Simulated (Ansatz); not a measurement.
C2H9NSSi, SMILES `CC(N)([SiH3])S`, relaxed with RKS PBE-D4/def2-SVP in Ansatz 0.2.0 from a rough embedded geometry. The force threshold is 0.03 eV/Å; the program also tests the step.

Charge 0, multiplicity 1.

Start:

```xyz
14

C    -1.115   -0.680   -0.964
C    -0.091   -0.223    0.079
N    -0.793    0.064    1.312
Si    1.010    1.241   -0.354
S     1.036   -1.653    0.373
H    -0.641   -0.843   -1.938
H    -1.709   -1.500   -0.660
H    -1.808    0.199   -1.140
H    -1.385   -0.776    1.602
H    -0.140    0.135    2.105
H     1.725    0.978   -1.670
H     1.953    1.567    0.687
H     0.158    2.526   -0.693
H     1.799   -1.038    1.262
```

By how much does the energy fall, and how many steps does the optimiser take? (Estimate.)

Ansatz gave: 40.58 kJ/mol, in 6 steps, 2 of them rejected.

Which bonds change most? (Best estimate.)

The calculation gave: C2–S5 from 1.844 to 1.915 Å; Si4–H13 from 1.578 to 1.507 Å; Si4–H12 from 1.442 to 1.508 Å; C1–H7 from 1.057 to 1.112 Å.

Give the relaxed structure. (Best estimate.)

The calculation gave: 
```xyz
14

C    -1.095   -0.626   -0.976
C    -0.110   -0.236    0.130
N    -0.827    0.082    1.334
Si    0.965    1.263   -0.400
S     1.091   -1.722    0.259
H    -0.576   -0.855   -1.927
H    -1.675   -1.528   -0.680
H    -1.815    0.200   -1.144
H    -1.404   -0.714    1.644
H    -0.195    0.315    2.109
H     1.719    0.947   -1.660
H     1.935    1.561    0.715
H     0.110    2.483   -0.629
H     1.878   -1.168    1.225
```
